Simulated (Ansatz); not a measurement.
`F[Si]Cl` + `[SiH3]N[SiH3]` → `[SiH3]N([SiH3])[Si]Cl` + H–F at 600 K and 1 bar (ligand exchange at the Si–F bond).

Gas-phase electronic energies from Ansatz, PBE0-D4/def2-TZVP geometries. CCSD(T)/CBS is the MP2 limit (def2-TZVPP, def2-QZVPP) plus CCSD(T) − MP2 in def2-TZVPP, frozen cores. This one scheme is used for every species. One conformer a species, not always the lowest.

| species | CCSD(T)/CBS energy (Eh) | H − E (kJ/mol) | S (J/(mol·K)) |
| --- | --- | --- | --- |
| `F[Si]Cl` | -848.72390 | 37.4 | 311.4 |
| `[SiH3]N[SiH3]` | -637.10515 | 230.1 | 420.5 |
| `[SiH3]N([SiH3])[Si]Cl` | -1385.41346 | 227.8 | 490.0 |
| H–F | -100.39570 | 42.3 | 194.0 |

H − E and S are ideal-gas, rigid-rotor, harmonic terms from PBE0-D4/def2-TZVP, for one conformer and one mirror image of each species. 1 Eh = 2625.50 kJ/mol, R = 8.31446 J/(mol·K).

Q: By hand: ΔE, ΔH, ΔS and ΔG.

A: ΔE = (-1385.41346) + (-100.39570) − (-848.72390) − (-637.10515) = 0.01989 Eh = 52.2 kJ/mol. Δ(H − E) = 227.8 + 42.3 − 37.4 − 230.1 = 2.6, so ΔH = 54.8 kJ/mol. ΔS = 490.0 + 194.0 − 311.4 − 420.5 = -47.9 J/(mol·K). ΔG = 54.8 − 600 × (-47.9)/1000 = 83.5 kJ/mol.

Q: By hand: the equilibrium constant, and the temperature at which ΔG would vanish if ΔH and ΔS stayed fixed.

A: log₁₀ K = −ΔG/(RT ln 10) = -7.3. ΔH and −TΔS have one sign here, so there is no such temperature.

TΔS isn't small against ΔH here. A doubt of 5 kJ/mol in ΔE shifts log₁₀ K by 0.4 here. Other conformers and mirror images would add mixing entropy, several J/(mol·K) or more a flexible species. Modes under 60 cm⁻¹, often nearly free rotors, make the harmonic entropy too high. These are equilibria of isolated gas molecules and say nothing of rates. Largest T1 diagnostic: 0.014 (customary marks: 0.02 for closed shells, 0.045 for open ones).
